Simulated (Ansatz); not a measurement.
Ansatz (a first-principles code) input:
A basis named .json is the Basis Set Exchange file of that set.

Ansatz 0.2 input:
```yaml
crystal:
  periodic: [false, false, false]
  atoms:
    - {symbol: Si, position_ang: [0.10725614, -0.16236848, 0.52794214]}
    - {symbol: F, position_ang: [-0.37054100, 1.41778715, 0.20037954]}
    - {symbol: F, position_ang: [1.30399675, -0.24843199, -0.65226300]}
    - {symbol: F, position_ang: [-1.10029864, -0.91678197, -0.36935988]}
basis:
  gaussian:
    orbitals: aug-cc-pV_D+d_Z.json
total_charge: -1
magnetization: {spin_polarized: false}
correlation: {method: ccsd_t, electrons: outside_noble_gas}
```

Question: Which total energy does the run end on?

Answer: -588.25103 Eh (CCSD(T)/aug-cc-pV(D+d)Z). The basis has 101 functions.

It need not be the lowest isomer of its formula. Whether it binds its extra electron was not tested at this geometry.
